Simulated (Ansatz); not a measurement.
Ansatz (a program for electronic structure) input:
A basis named .json is the Basis Set Exchange file of that set.

Ansatz 0.2 input:
```yaml
crystal:
  periodic: [false, false, false]
  atoms:
    - {symbol: B, position_ang: [-0.80130280, 0.03717200, -0.01324711]}
    - {symbol: N, position_ang: [0.63022564, -0.02923583, 0.01041887]}
    - {symbol: H, position_ang: [-1.44493786, -0.80676648, 0.54991677]}
    - {symbol: H, position_ang: [-1.34513778, 0.93619658, -0.59604221]}
    - {symbol: H, position_ang: [1.20992710, 0.53957348, 0.63517377]}
    - {symbol: H, position_ang: [1.17508306, -0.65021282, -0.59574486]}
basis:
  gaussian:
    orbitals: def2-QZVPP.json
hamiltonian:
  xc: {name: PBE0}
total_charge: 1
magnetization: {spin_polarized: true, initial_magnetization: 1}
```

What final total energy does it print?

-81.58620 Eh (PBE0/def2-QZVPP). The basis has 234 functions.
